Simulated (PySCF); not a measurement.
**Frontier orbitals and the lowest excitations**

Compound: C4H5NO2.
Cartesian coordinates in Å at the GFN2-xTB level; atoms count from 1:
```xyz
12
C4H5NO2 angstrom
C      2.0592   -0.2239    0.0275
O      1.1100    0.8214   -0.0840
C     -0.1726    0.4510   -0.0495
C     -1.3118    1.2000   -0.1304
N     -2.3800    0.3524   -0.0459
C     -1.8794   -0.8251    0.0775
O     -0.5261   -0.8478    0.0838
H      1.9538   -0.9384   -0.7932
H      1.9506   -0.7524    0.9784
H      3.0336    0.2563   -0.0217
H     -1.4273    2.2557   -0.2395
H     -2.4088   -1.7498    0.1710
```

Method used: PySCF, TDDFT CAM-B3LYP/def2-SVPD, vertical, gas phase, core orbitals frozen in the response.

Kohn–Sham orbitals with the atoms that hold most of them (Löwdin shares over 4%, at most four atoms; ? is withheld):

```csv
orbital,ε (eV),atoms
LUMO+2,1.94,"C6 23%, H12 14%, C1 10%, H10 10%"
LUMO+1,1.29,"C6 24%, O7 21%, N5 21%, C3 13%"
LUMO,?,?
HOMO,-7.69,?
HOMO-1,-9.80,"N5 67%, C4 10%, C6 9%, O7 6%"
HOMO-2,-10.88,"N5 38%, O7 28%, C4 17%, C6 11%"
HOMO-3,-11.64,"O2 38%, C1 20%, C3 11%, H9 8%"
```

Question: Which atoms hold the HOMO, and with what shares?

Answer: C4 (bonded to C, N and H) 24%; C3 (bonded to C and 2 O) 19%; C6 (bonded to N, O and H) 18%; O2 (bonded to 2 C) 18%. By element: carbon 61% or more, oxygen 18% or more.

Question: Give the leading atoms of the LUMO.

Answer: C1 (bonded to O and 3 H) 28%; C3 (bonded to C and 2 O) 13%; O7 (bonded to 2 C) 11%; H9 (bonded to C) 8%. By element: carbon 41% or more, oxygen 11% or more, hydrogen 8% or more.

Question: What is the LUMO energy, and the HOMO–LUMO gap?

Answer: ε(LUMO) = 1.13 eV; the gap is 8.82 eV (0.3242 hartree).

Question: How does S1 compare with the orbital gap of 8.82 eV?

Answer: S1 is at 5.88 eV (f = 0.198), 2.94 eV below the gap, made of HOMO→LUMO+1 (98%). Its leading pair isn't HOMO and LUMO; the energies of that pair differ by 8.98 eV. Without the coupling terms of the response equations the lowest excitation would equal the gap.

Question: One configuration dominates each of S1, S2 and S3. Which, and how do the shares of the two leading atoms of either orbital change from the occupied to the empty one?

Answer: 
- S1 (5.88 eV, f 0.198), HOMO→LUMO+1 (98%): C4 24% → at most 13%, C3 19% → 13%, C6 18% → 24%, O7 at most 19% → 21%
- S2 (5.97 eV, f 0.0061), HOMO→LUMO (81%): C4 24% → at most 9%, C3 19% → 13%, C1 at most 19% → 28%
- S3 (6.69 eV, f 0.0039), HOMO-1→LUMO+1 (94%): N5 67% → 21%, C4 10% → at most 13%, C6 9% → 24%, O7 6% → 21%

Löwdin shares depend on the basis, the more so with diffuse functions.

One conformer stands for the species.
